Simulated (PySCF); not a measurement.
Vertical excitations of a molecule C4H10N2 from TDA-PBE/def2-SVPD (PySCF 2.14.0), as energy in eV (oscillator strength): 4.38 (0.022), 4.88 (0.045), 5.23 (0.021), 5.74 (0.019), 5.85 (0.015), 6.00 (0.003), 6.28 (0.003), 6.36 (0.012), 6.51 (0.010), 6.79 (0.012). Lowest triplet (TDA): 3.76 eV. Geometry: B3LYP-D3(BJ)/def2-SVP. The values are those of a single conformer.

Task: Identify the compound among the candidates.
A. CC/N=C/CN
B. NC/C=C/CN
C. C=C[C@@H](N)CN
D. C/N=C\CCN

Result: D, C/N=C\CCN
